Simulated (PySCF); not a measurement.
Radial density of Ne⁺ (neon, charge +1)

UHF, [He] 2s2 2p4 3s1, high-spin 4P determinant (an excited configuration). Computed with PySCF 2.14 in aug-cc-pwCVDZ (5s4p2d, 27 functions), with the non-relativistic Hamiltonian (point nucleus).

```json
{"r (bohr)": "0.00201", "4πr²ρ (e/bohr)": "0.03026", "4πr²(ρα − ρβ)": "0.0001"}
{"r (bohr)": "0.00339", "4πr²ρ (e/bohr)": "0.08417", "4πr²(ρα − ρβ)": "0.0002"}
{"r (bohr)": "0.00570", "4πr²ρ (e/bohr)": "0.2285", "4πr²(ρα − ρβ)": "0.0006"}
{"r (bohr)": "0.00958", "4πr²ρ (e/bohr)": "0.5959", "4πr²(ρα − ρβ)": "0.0016"}
{"r (bohr)": "0.0161", "4πr²ρ (e/bohr)": "1.483", "4πr²(ρα − ρβ)": "0.0042"}
{"r (bohr)": "0.0271", "4πr²ρ (e/bohr)": "3.367", "4πr²(ρα − ρβ)": "0.0101"}
{"r (bohr)": "0.0456", "4πr²ρ (e/bohr)": "6.612", "4πr²(ρα − ρβ)": "0.0233"}
{"r (bohr)": "0.0767", "4πr²ρ (e/bohr)": "10.13", "4πr²(ρα − ρβ)": "0.0578"}
{"r (bohr)": "0.129", "4πr²ρ (e/bohr)": "10.45", "4πr²(ρα − ρβ)": "0.1939"}
{"r (bohr)": "0.217", "4πr²ρ (e/bohr)": "6.446", "4πr²(ρα − ρβ)": "0.6903"}
{"r (bohr)": "0.365", "4πr²ρ (e/bohr)": "5.142", "4πr²(ρα − ρβ)": "1.7753"}
{"r (bohr)": "0.614", "4πr²ρ (e/bohr)": "7.175", "4πr²(ρα − ρβ)": "2.4677"}
{"r (bohr)": "1.03", "4πr²ρ (e/bohr)": "4.100", "4πr²(ρα − ρβ)": "1.2729"}
{"r (bohr)": "1.74", "4πr²ρ (e/bohr)": "0.8071", "4πr²(ρα − ρβ)": "0.3950"}
{"r (bohr)": "2.92", "4πr²ρ (e/bohr)": "0.4517", "4πr²(ρα − ρβ)": "0.4431"}
{"r (bohr)": "4.91", "4πr²ρ (e/bohr)": "0.02962", "4πr²(ρα − ρβ)": "0.0295"}
```

The outer electron is Rydberg-like, and this basis confines it to a smaller radius and binds it less than a complete one would.
